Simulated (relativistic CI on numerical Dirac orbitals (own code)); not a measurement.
Hyperfine structure of Pr⁴⁸⁺, mass number 141

Method of calculation: Dirac-Coulomb-Breit CI, orbitals from a KLI potential per configuration, model QED (radiative potential, 1s self-energy scaled to tabulated hydrogen-like ionisation energies), unscaled Slater integrals (own radial code, finite nucleus).

CI space (outside the closed core [Ne]): 3s, 3p, 3d, 4s, 4p, 4d, 4f, 5s, 5p, 5d, 5f, 5g, 6s, 6p, 6d. Levels of other configurations are missing.

Nuclear spin I = 5/2, μ = 4.266 μN, Q = -0.0589 b (tables of Stone and Pyykkö). The electronic factors are computed for point nuclear moments, without core polarisation or the Bohr-Weisskopf and QED corrections.

```csv
Level,E (Ry),A (GHz),B (GHz)
3s 2S_1/2,0.000,3863,
3p 2P°_1/2,8.360,1223,
3p 2P°_3/2,17.890,174.3,-11.8
3d 2D_3/2,28.286,92.03,-2.08
3d 2D_5/2,30.447,37.67,-2.7
4s 2S_1/2,138.275,1580,
4p 2P°_1/2,141.733,505.9,
4p 2P°_3/2,145.619,72.77,-4.93
```

Levels with J = 0, under 50 % of one LS term, or S terms without an open s electron are left out. Small factors come from cancelling terms and can be off by tens of per cent or more.

At this charge energies of transitions that change n are usually good to better than 1 %, and those within a shell (Δn = 0) to a few per cent.

Q: Give the hyperfine levels of 3s 2S_1/2 relative to its centre of gravity.

A: With K = F(F + 1) − I(I + 1) − J(J + 1), E = AK/2: F = 2: -6760, F = 3: 4829 GHz.
